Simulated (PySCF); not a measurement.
disilinane (C₄H₁₂Si₂), SMILES C1CC[SiH2][SiH2]C1.

Geometry: TPSSh-D3(BJ)/def2-SVP. The values are those of a single conformer.

Method: M06-2X/def2-TZVP run with PySCF.

Isolated molecule, no solvent.

Computed frontier levels, gap, dipole moment:
| Item | Value |
|---|---|
| highest occupied level | -8.40 eV |
| lowest empty level | 0.97 eV |
| orbital gap | 9.37 eV |
| dipole moment | 0.225 e·Å |
| quadrupole, principal values (traceless, Buckingham form, about the centre of nuclear charge) | -0.65, -0.65, 1.30 D·Å |
